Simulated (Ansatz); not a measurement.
The first iterations of a band of CH3AlS2 (7 atoms, charge 0, multiplicity 1).

All numbers below come from RKS BHLYP-D4/6-31G* (Ansatz 0.2.0).

```json
{
  "movable images": "8",
  "climbing image": "no",
  "spring": "5.0 eV/Å²",
  "optimiser": "quadratic models (default)",
  "start path": "through a guess of the saddle point",
  "force threshold": "0.05 eV/Å",
  "iteration limit": "39",
  "end points": "relaxed"
}
```

Initial state:

```xyz
7
Properties=species:S:1:pos:R:3
S -2.639 0.221 -0.194
Al -0.481 0.120 -0.092
C 1.178 -0.632 0.463
S 1.388 0.941 -0.645
H -2.662 1.314 -0.965
H 1.619 -1.497 -0.013
H 1.598 -0.468 1.445
```

Final state:

```xyz
7
Properties=species:S:1:pos:R:3
S -2.338 1.092 -0.802
Al -0.303 0.508 -0.362
C 1.057 -0.576 0.421
S 1.759 0.901 -0.610
H -2.891 0.090 -0.107
H 1.368 -1.522 0.000
H 1.348 -0.493 1.459
```

| iteration | highest image above the first end (eV) | largest band force component (eV/Å) |
| --- | --- | --- |
| 1 | 7.573 | 44.252 |
| 2 | 0.820 | 8.183 |

Task: Does the band converge within its limit, and where does its top end?

Result: The forces met the threshold. It ended after 8 iterations with the highest image 0.159 eV above the first end. No image climbed, so the highest image needn't sit at the top of the path.

Time of the run: 3.6 min on 1 thread of Arm Neoverse V2, with other jobs on the host, peak memory 0.16 GiB.
